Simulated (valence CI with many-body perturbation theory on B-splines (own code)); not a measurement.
## Cu XVII: calculated level list

Computed by valence CI with perturbative core correlation (CI+MBPT): three valence electrons over a frozen Dirac-Fock core [Ne], a basis of 11 s, 11 p, 10 d, 8 f, 5 g, 2 h functions for each j, with the one-electron correlation potential Σ1, the two-electron term Σ2, the three-electron term Σ3, Breit, model QED; selected CI, second order for the rest, scaled by the run's own slope (own B-spline code, finite nucleus).

No measured spectrum was set against this ion. As an estimate, levels of excited configurations hold to 0.05 to 0.15 % of their energy, terms of the ground configuration to about 0.5 %.

Levels 46 to 90 of 158, with energies above the lowest level, 3s2.3p 2P°_1/2. "Leading %" is the weight of the configuration and term that name the level; weights of strongly mixed levels are sums over their largest components and can fall short. In the jj column 3d3/2^4 stands for four electrons in 3d with j = 3/2.

```csv
No.,Configuration,Term,J,E (cm⁻¹),Leading %,g,Leading jj,Second component
46,3p2.3d,2P,3/2,1198600,68,1.240,3p1/2 3p3/2 3d3/2 (59 %),22 % 3p2.3d 4D
47,3p2.3d,4D,1/2,1204400,78,0.152,3p1/2 3p3/2 3d3/2 (96 %),21 % 3p2.3d 2P
48,3p2.3d,4F,9/2,1205400,88,1.306,3p1/2 3p3/2 3d5/2 (66 %),11 % 3p2.3d 2G
49,3p2.3d,4D,3/2,1216600,70,1.224,3p1/2 3p3/2 3d5/2 (59 %),23 % 3p2.3d 2P
50,3p2.3d,4D,5/2,1217300,83,1.334,3p1/2 3p3/2 3d5/2 (42 %),8 % 3p2.3d 4F
51,3p2.3d,4D,7/2,1232100,83,1.385,3p3/2^2 3d5/2 (70 %),8 % 3p2.3d 2F
52,3p2.3d,2P,1/2,1232700,71,0.556,3p3/2^2 3d5/2 (62 %),22 % 3p2.3d 4D
53,3p2.3d,2G,7/2,1242500,85,0.902,3p1/2 3p3/2 3d3/2 (42 %),9 % 3s.3d2 2G
54,3p2.3d,2G,9/2,1251900,78,1.137,3p3/2^2 3d5/2 (63 %),12 % 3p2.3d 4F
55,3p2.3d,4P,5/2,1257400,50,1.403,3p1/2 3p3/2 3d5/2 (72 %),40 % 3p2.3d 2D
56,3p2.3d,2D,3/2,1263300,45,1.199,3p1/2 3p3/2 3d3/2 (67 %),38 % 3p2.3d 4P
57,3p2.3d,4P,1/2,1274100,90,2.535,3p1/2 3p3/2 3d3/2 (53 %),
58,3p2.3d,4P,3/2,1278300,54,1.321,3p3/2^2 3d3/2 (70 %),31 % 3p2.3d 2D
59,3p2.3d,2D,5/2,1278400,44,1.381,3p3/2^2 3d5/2 (36 %),43 % 3p2.3d 4P
60,3p2.3d,2P,1/2,1309100,70,0.795,3p1/2 3p3/2 3d5/2 (64 %),18 % 3s.3d2 2P
61,3p2.3d,2D,3/2,1310600,62,0.974,3p1/2 3p3/2 3d5/2 (48 %),14 % 3p2.3d 2P
62,3p2.3d,2P,3/2,1329800,49,1.162,3p3/2^2 3d5/2 (48 %),20 % 3p2.3d 2D
63,3p2.3d,2S,1/2,1331300,79,1.958,3p3/2^2 3d5/2 (32 %),9 % 3s.3d2 2S
64,3p2.3d,2F,5/2,1334700,73,0.904,3p1/2 3p3/2 3d5/2 (28 %),13 % 3s.3d2 2F
65,3p2.3d,2D,5/2,1343300,85,1.179,3p3/2^2 3d5/2 (74 %),5 % 3p2.3d 2F
66,3p2.3d,2F,7/2,1347000,86,1.139,3p3/2^2 3d3/2 (42 %),12 % 3s.3d2 2F
67,3s.3d2,4F,3/2,1365000,100,0.398,3s 3d3/2^2 (69 %),
68,3s.3d2,4F,5/2,1366700,100,1.028,3s 3d3/2 3d5/2 (66 %),
69,3s.3d2,4F,7/2,1369000,100,1.237,3s 3d3/2 3d5/2 (80 %),
70,3s.3d2,4F,9/2,1371900,100,1.333,3s 3d5/2^2 (78 %),
71,3p2.3d,2D,5/2,1402800,88,1.177,3p3/2^2 3d5/2 (50 %),5 % 3p2.3d 2F
72,3s.3d2,4P,1/2,1406900,99,2.668,3s 3d3/2^2 (42 %),
73,3s.3d2,4P,3/2,1407900,99,1.730,3s 3d3/2 3d5/2 (92 %),
74,3s.3d2,4P,5/2,1409300,99,1.598,3s 3d3/2 3d5/2 (53 %),
75,3p2.3d,2D,3/2,1410400,93,0.805,3p3/2^2 3d3/2 (50 %),
76,3s.3d2,2D,3/2,1455800,81,0.799,3s 3d5/2^2 (38 %),16 % 3p2.3d 2D
77,3s.3d2,2D,5/2,1456000,81,1.200,3s 3d5/2^2 (44 %),16 % 3p2.3d 2D
78,3s.3d2,2G,7/2,1457900,89,0.888,3s 3d3/2 3d5/2 (71 %),10 % 3p2.3d 2G
79,3s.3d2,2G,9/2,1458300,89,1.110,3s 3d3/2 3d5/2 (69 %),10 % 3p2.3d 2G
80,3s.3d2,2F,5/2,1506200,72,0.858,3s 3d3/2 3d5/2 (44 %),26 % 3p2.3d 2F
81,3s.3d2,2F,7/2,1508800,74,1.142,3s 3d5/2^2 (46 %),25 % 3p2.3d 2F
82,3s.3d2,2P,1/2,1542200,59,0.913,3s 3d3/2 3d5/2 (40 %),19 % 3p2.3d 2P
83,3s.3d2,2P,3/2,1546800,71,1.332,3s 3d3/2 3d5/2 (40 %),24 % 3p2.3d 2P
84,3s.3d2,2S,1/2,1548700,72,1.754,3s 3d5/2^2 (65 %),14 % 3s.3d2 2P
85,3p.3d2,4G°,5/2,1654700,93,0.591,3p1/2 3d3/2^2 (70 %),6 % 3p.3d2 2F°
86,3p.3d2,4G°,7/2,1663700,95,0.989,3p1/2 3d3/2 3d5/2 (71 %),
87,3p.3d2,4G°,9/2,1675200,96,1.173,3p3/2 3d3/2 3d5/2 (53 %),
88,3p.3d2,4G°,11/2,1690900,100,1.272,3p3/2 3d5/2^2 (78 %),
89,3p.3d2,2F°,5/2,1692500,58,0.978,3p1/2 3d3/2 3d5/2 (49 %),20 % 3p.3d2 2D°
90,3p.3d2,2D°,3/2,1703100,74,0.843,3p1/2 3d3/2 3d5/2 (67 %),12 % 3p.3d2 4D°
```

Names give the largest LS component (configuration and term), which can be under half, so a name can repeat, a term be missing and a line seem to break the LS rules; names also repeat where a configuration has a term twice.
